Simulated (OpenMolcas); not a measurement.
3d ions of charge +2 along the row

```yaml
Program: OpenMolcas
Method: CASSCF
Basis: ANO-RCC-VTZP
Scalar_Hamiltonian: DKH2, point nucleus
Spin-orbit_coupling: state interaction with AMFI integrals over the reference wave functions, term energies averaged over their components
```

Active space: the 3d shell.

B and C come from two terms' centres of gravity (d2, d8: 3P = 15B, 1G = 12B + 2C; d3, d7: 4P = 15B, 2G = 4B + 3C; d4, d6: 3G = 9B + 4C, 3H = 4B + 4C; d5: 4D = 17B + 5C, 4G = 10B + 5C, above the ground term), where all their levels are at least 80 % pure. ζ = ±2S·A comes from the whole width of the ground multiplet by E(J) = (A/2) J(J+1), where its levels are at least 85 % pure. Energies in cm-1.

```json
{"Ion": "Ti2+", "Configuration": "3d²", "Lowest level": "³F₂", "Weight (%)": "100", "B": "897", "B measured": "695", "C": "3323", "C measured": "2910", "ζ": "127", "ζ measured": "120"}
{"Ion": "V2+", "Configuration": "3d³", "Lowest level": "⁴F_3/2", "Weight (%)": "100", "B": "977", "B measured": "755", "C": "3622", "C measured": "2910", "ζ": "180", "ζ measured": "167"}
{"Ion": "Cr2+", "Configuration": "3d⁴", "Lowest level": "⁵D₀", "Weight (%)": "100", "B": "1071", "B measured": "691", "C": "3927", "C measured": "3575", "ζ": "249", "ζ measured": "230"}
{"Ion": "Mn2+", "Configuration": "3d⁵", "Lowest level": "⁶S_5/2", "Weight (%)": "100", "B": "1141", "B measured": "", "C": "4195", "C measured": "", "ζ": "", "ζ measured": ""}
{"Ion": "Fe2+", "Configuration": "3d⁶", "Lowest level": "⁵D₄", "Weight (%)": "100", "B": "1215", "B measured": "917", "C": "4362", "C measured": "4040", "ζ": "418", "ζ measured": "411"}
{"Ion": "Co2+", "Configuration": "3d⁷", "Lowest level": "⁴F_9/2", "Weight (%)": "100", "B": "1230", "B measured": "971", "C": "4540", "C measured": "4209", "ζ": "547", "ζ measured": "533"}
{"Ion": "Ni2+", "Configuration": "3d⁸", "Lowest level": "³F₄", "Weight (%)": "100", "B": "1334", "B measured": "1056", "C": "4837", "C measured": "4723", "ζ": "649", "ζ measured": "648"}
```

Measured columns use the levels in Corliss and Sugar, J. Phys. Chem. Ref. Data 8, 1 (1979) (Ti2+); Sugar and Corliss, J. Phys. Chem. Ref. Data 7, 1191 (1978) (V2+); Sugar and Corliss, J. Phys. Chem. Ref. Data 6, 317 (1977) (Cr2+); Corliss and Sugar, J. Phys. Chem. Ref. Data 11, 135 (1982) (Fe2+); Sugar and Corliss, J. Phys. Chem. Ref. Data 10, 1097 (1981) (Co2+); Corliss and Sugar, J. Phys. Chem. Ref. Data 10, 197 (1981) (Ni2+).

The computed B goes from 897 (Ti2+) to 1334 cm-1 (Ni2+), a factor of 1.49, rising at every step. It departs from the measured column by +26 to +55 %. The Trees term is left out, which lowers the B read from the levels of every ion, most for d4 to d6. The pair of terms that fixes B changes along the row, so steps between ions also reflect that choice.

The computed ζ goes from 127 (Ti2+) to 649 cm-1 (Ni2+), a factor of 5.11, rising at every step. It departs from the measured column by 0 to +8 %.

Without dynamic correlation excited terms often stand tens of per cent too high (terms of higher spin than the ground term too low), and those without a measured partner can miss by more than the paired ones. Terms from blocks run as CI alone lack orbitals of their own. Some levels mix across a computed gap that differs much from the measured one, so their mixing is not that of the real levels (holds for V2+; Mn2+; Ni2+). Computed and measured levels are paired by configuration, term and J; levels that our copy of the source lacks, or whose pairing is in doubt (as where it misses far off the trend of its configuration), stay unpaired and out of the deviations. Only configurations of the active space appear.
